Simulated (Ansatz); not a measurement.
Job for Ansatz (a program for electronic structure): R-CCSD(T)/aug-cc-pV(D+d)Z on CH6OS (a complex), monomers drawn apart or pushed together. Files ending in .json are basis or fitting sets from the Basis Set Exchange.

Ansatz 0.2 input:
```yaml
crystal:
  periodic: [false, false, false]
  atoms:
    - {symbol: S, position_ang: [0.08035804, 1.49548586, -0.19620550]}
    - {symbol: H, position_ang: [1.29801576, 0.93039521, -0.21268552]}
    - {symbol: H, position_ang: [-0.53190062, 0.32486186, -0.43573455]}
    - {symbol: C, position_ang: [0.22444250, -1.00596342, 6.02178468]}
    - {symbol: O, position_ang: [0.31187759, -1.66693737, 7.27759668]}
    - {symbol: H, position_ang: [-0.79202179, -0.66537824, 5.79915962]}
    - {symbol: H, position_ang: [0.51445418, -1.73044644, 5.26255419]}
    - {symbol: H, position_ang: [0.90215658, -0.14870446, 5.95343686]}
    - {symbol: H, position_ang: [0.05895001, -1.04783065, 7.96922536]}
basis:
  gaussian:
    orbitals: aug-cc-pV_D+d_Z.json
magnetization: {spin_polarized: false}
correlation: {method: ccsd_t, electrons: outside_noble_gas}
scf: {lower_state_search: off}
```

The log:

```
WARN ansatz: RAYON_NUM_THREADS=1 ignored (pool sized by the plan → 1); use --threads N
Functional definition: HF
these checks for a lower state are left out or cut short: stability, starts, cluster_reference, orbital_swaps, neighbouring_geometries, increment
integrals: 0.27 GiB planned
1271 factors; integrals over basis functions are off by at most 1.1e-3 eV
mean field: 0.36 GiB planned
mean field evaluation 1: about -13977.6035 eV, gradient 3.2e1 eV
mean field evaluation 2: about -13977.7292 eV, gradient 3.2e1 eV
mean field evaluation 4: about -13980.1797 eV, gradient 3.4e0 eV
mean field evaluation 8: about -13980.2245 eV, gradient 2.3e-1 eV
mean field -13980.22487370 eV, -513.7637879717 hartree, gradient 4.5e-6 eV, S^2 0.000000; 0 other end points of the search recorded, 0 dependent functions left out
7 core orbitals not correlated
reference -13980.22487370 eV, -513.7637879717 hartree; 11, 11 occupied and 114, 114 virtual orbitals, 1271 factors
second order -14.06632638 eV of doubles, -0.00000000 eV of singles
coupled cluster: 0.90 GiB planned
cycle   1  -14.88145215 eV  change   -8.2e-1 eV  update   8.3e-2
cycle   2  -15.27182237 eV  change   -3.9e-1 eV  update   2.5e-2
cycle   3  -15.35209780 eV  change   -8.0e-2 eV  update   1.1e-2
cycle   4  -15.34974565 eV  change    2.4e-3 eV  update   2.4e-3
cycle   5  -15.34947184 eV  change    2.7e-4 eV  update   7.8e-4
cycle   6  -15.34946610 eV  change    5.7e-6 eV  update   2.6e-4
cycle   7  -15.34934107 eV  change    1.3e-4 eV  update   8.7e-5
cycle   8  -15.34932967 eV  change    1.1e-5 eV  update   3.2e-5
cycle   9  -15.34933708 eV  change   -7.4e-6 eV  update   1.1e-5
perturbative correction -0.42598975 eV, -0.0156548344 hartree
Total energy: -13996.00020053 eV, -514.3435205396 hartree
Checks for a lower state left out: stability, starts, cluster_reference, orbital_swaps, neighbouring_geometries, increment
```

Self-consistency was reached.

Cost: around 9 core-seconds (rough).
